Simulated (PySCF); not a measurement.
## Tl (thallium, neutral): UHF calculation

Configuration: [Xe] 4f14 5d10 6s1 6p2, high-spin 4P determinant (an excited configuration). Computed with PySCF 2.14 in aug-cc-pVTZ-PP with ECP60MDF, with scalar relativity through the core potential.

* Total energy: -171.356848 hartree
* One-electron energy: -300.1790 hartree
* Hartree (Coulomb) energy: 142.8434 hartree
* Exchange energy: -14.0212 hartree
* ⟨S²⟩: 3.7578
* ⟨L²⟩: 2.024
* Sum of ⟨r⟩: 31.45 bohr
* Sum of ⟨r²⟩: 66.46 bohr²
* Traceless quadrupole moment −½Σ⟨3z² − r²⟩ along its main axis: 5.94 e·bohr²

```json
{"shell": "5s α", "electrons": "1", "mean orbital energy (eV)": "-155.18", "spread (eV)": "0", "rms radius, mean of both spins (bohr)": "0.952"}
{"shell": "5s β", "electrons": "1", "mean orbital energy (eV)": "-154.83", "spread (eV)": "0", "rms radius, mean of both spins (bohr)": "0.952"}
{"shell": "5p α", "electrons": "3", "mean orbital energy (eV)": "-95.951", "spread (eV)": "0.172", "rms radius, mean of both spins (bohr)": "1.09"}
{"shell": "5p β", "electrons": "3", "mean orbital energy (eV)": "-95.843", "spread (eV)": "0.379", "rms radius, mean of both spins (bohr)": "1.09"}
{"shell": "5d α", "electrons": "5", "mean orbital energy (eV)": "-24.565", "spread (eV)": "0.311", "rms radius, mean of both spins (bohr)": "1.49"}
{"shell": "5d β", "electrons": "5", "mean orbital energy (eV)": "-24.026", "spread (eV)": "0.553", "rms radius, mean of both spins (bohr)": "1.49"}
{"shell": "6s α", "electrons": "1", "mean orbital energy (eV)": "-15.717", "spread (eV)": "0", "rms radius, mean of both spins (bohr)": "2.75"}
{"shell": "6p α", "electrons": "2", "mean orbital energy (eV)": "-6.680", "spread (eV)": "0", "rms radius, mean of both spins (bohr)": "3.74"}
```

Energies and moments cover only the electrons outside the core potential. Spin-orbit coupling is strong in this species (close to jj coupling), so the high-spin LS determinant is a model state, not a physical level.
